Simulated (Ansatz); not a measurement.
Job for Ansatz (an electronic-structure program): R-wB97X-V/def2-TZVPPD on CH5FO (a complex), monomers drawn apart or pushed together. Files ending in .json are basis or fitting sets from the Basis Set Exchange.

Ansatz 0.2 input:
```yaml
crystal:
  periodic: [false, false, false]
  atoms:
    - {symbol: F, position_ang: [0.08506701, 0.01289622, 0.23578509]}
    - {symbol: H, position_ang: [-0.21589527, -0.06029420, 1.13358064]}
    - {symbol: C, position_ang: [0.52212955, 0.39142032, 3.34905507]}
    - {symbol: O, position_ang: [-0.54723377, -0.16829289, 2.57527607]}
    - {symbol: H, position_ang: [0.25046398, 0.44358193, 4.40515887]}
    - {symbol: H, position_ang: [0.68112847, 1.39849789, 2.97125776]}
    - {symbol: H, position_ang: [1.44387894, -0.18252684, 3.23009970]}
    - {symbol: H, position_ang: [-0.72221629, -1.06819740, 2.87067574]}
basis:
  gaussian:
    orbitals: def2-TZVPPD.json
hamiltonian:
  xc: {name: wB97X-V}
scf: {lower_state_search: off}
```

Problem. Give the final energy of this run.

Solution. -216.2053 hartree.
